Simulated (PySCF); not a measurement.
One entry of a table of gas-phase calculations, keyed by method. Lists by class give the value and the number of equivalent atoms.

```json
{
 "formula": "C8H8O2",
 "smiles": "C#C/C=C/C(=O)C(=C)OC",
 "charge": 0,
 "multiplicity": 1,
 "geometry_level": "PBE0-D3(BJ)/def2-SVP",
 "electronic_structure_code": "PySCF",
 "results": {
  "PBE0-D3(BJ)/def2-SVP geometry optimisation, gas phase": {
   "point_group": "Cs",
   "rotational_constants_GHz": [2.684, 0.655, 0.528]
  },
  "PBE0/def2-SVPD ground state, ΔSCF and vertical TDDFT (core frozen in the response)": {
   "dipole_D": 3.27,
   "homo_eV": -7.15,
   "lumo_eV": -2.6,
   "S1_eV": 3.26,
   "strongest_line_of_10_singlets_eV": 4.39,
   "T1_tda_eV": 2.57,
   "polarisability_au": 115.3,
   "vertical_ea_eV": 0.98,
   "r2_bohr2_about_centre_of_nuclear_charge": 2026.8,
   "singlets_eV_and_f": [
    [3.26, 0.0],
    [3.78, 0.053],
    [4.38, 0.034],
    [4.39, 0.413],
    [5.93, 0.0],
    [6.13, 0.112],
    [6.26, 0.041],
    [6.33, 0.0],
    [6.37, 0.0],
    [6.44, 0.007]
   ],
   "triplets_tda_eV": [2.57, 2.83, 2.84, 4.13]
  },
  "PBE0/pcSseg-1 ground state and GIAO shieldings, non-relativistic": {
   "shift_vs_computed_TMS_C_by_class_ppm": [
    [185.4, 1],
    [163.7, 1],
    [140.3, 1],
    [134.6, 1],
    [101.8, 1],
    [95.9, 1],
    [85.8, 1],
    [54.6, 1]
   ],
   "shift_vs_computed_TMS_H_by_class_ppm": [
    [7.44, 1],
    [7.13, 1],
    [5.86, 1],
    [4.43, 1],
    [3.85, 1],
    [3.6, 3]
   ],
   "shielding_other_nuclei_by_class_ppm": [
    ["O", -240.2, 1],
    ["O", 225.7, 1]
   ]
  }
 }
}
```

The principal polarisabilities are 64.1, 97.6 and 184.2 au; their mean is the isotropic value. The vertical singlet–triplet gap S1 − T1 is 0.69 eV (TDDFT singlet less Tamm–Dancoff triplet; S1: HOMO−2→LUMO, weight 0.96; T1: HOMO−1→LUMO, weight 0.66). In atomic units the dipole is 1.29 e·bohr (1 au = 2.5417 D). In wavenumbers S1 is 26300 cm⁻¹ (1 eV = 8065.54 cm⁻¹).

 NMR classes are plain means over equivalent atoms (diastereotopic ones count apart unless rotation or inversion swaps them), as if these changed places fast; in this geometry the members of some classes differ.

Conformer computed: `[CH:1]#[C:2]/[CH:3]=[CH:4]/[C:5](=[O:6])[C:7](=[CH2:8])[O:9][CH3:10]`: C3–C4–C5–O6 -1°, C4–C5–C7–C8 179°, C5–C7–O9–C10 179°.

One conformer stands for the species.
